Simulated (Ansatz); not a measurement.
Species: C₅H₉O, charge -1, multiplicity 1. It need not be the lowest isomer of its formula. Whether it binds its extra electron was not tested at this geometry. 
Structure (B3LYP-D3(BJ)/def2-TZVP (Ansatz, a program for electronic structure) minimum search):
SMILES: [CH2-]C(=O)CCC
```xyz
15

C      2.5963     0.6260    -0.2536
C      1.3159    -0.0489     0.2348
C      0.0388     0.5530    -0.3462
C     -1.2070    -0.2853     0.0217
O     -1.1558    -1.5075    -0.3188
C     -2.2264     0.3758     0.6753
H      2.6087     1.6907     0.0024
H      2.6827     0.5542    -1.3424
H      3.4929     0.1707     0.1813
H      1.3194    -1.1103    -0.0239
H      1.2657     0.0057     1.3285
H      0.1240     0.5555    -1.4417
H     -0.0707     1.5937    -0.0206
H     -2.1532     1.4302     0.9138
H     -3.1294    -0.1533     0.9615
```
Charge -1, spin multiplicity 1.

Basis-set convergence of Hartree-Fock and CCSD correlation energies (hartree) with Ansatz. Valence correlation only, unless marked. Spin-orbit coupling is left out. No relativistic terms.

| basis | functions | E(HF) | E(corr, CCSD) |
|---|---|---|---|
| aug-cc-pVDZ | 219 | -269.45321 | -0.99980 |
| aug-cc-pVTZ | 483 | [?] | [?] |

### Question
Fill in the missing entries.

### Answer

- aug-cc-pVTZ, E(HF): -269.51713
- aug-cc-pVTZ, E(corr, CCSD): -1.16764
